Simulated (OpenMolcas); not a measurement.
Ti2+ (d2) in a complex was computed by SS-CASPT2, IPEA 0.25 Eh, imaginary shift 0.1 Eh with the d shell active (OpenMolcas, ANO-RCC-VDZP on the metal). Its lowest spin-free states, and all those of the highest spin:

```json
{"2S+1": "3", "Degeneracy": "2", "E (cm-1)": "0"}
{"2S+1": "3", "Degeneracy": "1", "E (cm-1)": "1320"}
{"2S+1": "3", "Degeneracy": "1", "E (cm-1)": "1850"}
{"2S+1": "3", "Degeneracy": "2", "E (cm-1)": "4530"}
{"2S+1": "1", "Degeneracy": "1", "E (cm-1)": "5720"}
{"2S+1": "1", "Degeneracy": "2", "E (cm-1)": "8490"}
{"2S+1": "1", "Degeneracy": "1", "E (cm-1)": "10080"}
{"2S+1": "1", "Degeneracy": "1", "E (cm-1)": "10640"}
{"2S+1": "1", "Degeneracy": "1", "E (cm-1)": "11580"}
{"2S+1": "1", "Degeneracy": "1", "E (cm-1)": "12370"}
{"2S+1": "1", "Degeneracy": "2", "E (cm-1)": "12590"}
{"2S+1": "3", "Degeneracy": "1", "E (cm-1)": "13720"}
{"2S+1": "3", "Degeneracy": "2", "E (cm-1)": "17270"}
{"2S+1": "3", "Degeneracy": "1", "E (cm-1)": "26540"}
```

Problem. Is the site octahedral, tetrahedral or cube-like, axial, or of lower symmetry?

Solution. The states with 2S+1 = 3 have orbital degeneracies 2, 1, 1, 2, 1, 2, 1. There are pairs but no triples, so the site is axial: not cubic, but with a proper or improper axis of order three or more. The run had Ti2+ with 5 ligands (fluoride) in square pyramidal coordination (C4v) at 2.1 Å, the axial distance 2.016 Å. A charge of +0.6 e stands 2.8 Å behind each ligand. Ligand basis ANO-RCC-VDZP.

Over all roots computed the reference weight is 0.65 to 0.75; the roots of lowest weight are the least certain, and an intruder state may touch them. An orbital doublet at a regular site is open to a Jahn-Teller distortion, which this geometry leaves out. The least metal-like active orbital is 68 % on the metal (Löwdin) and no ligand orbital is active, so the numbers are rough. Ligand-to-metal charge-transfer states are missing. With no ligand orbital active B as a rule stays too high, so bands that hang on it stand too high and its fall with covalency is understated. Free-ion shares, where given, are those of the reference states; single-state CASPT2 does not remix them. No measured value stands beside these numbers; the geometry is a model, was not optimised and need not be the one that this ion takes.
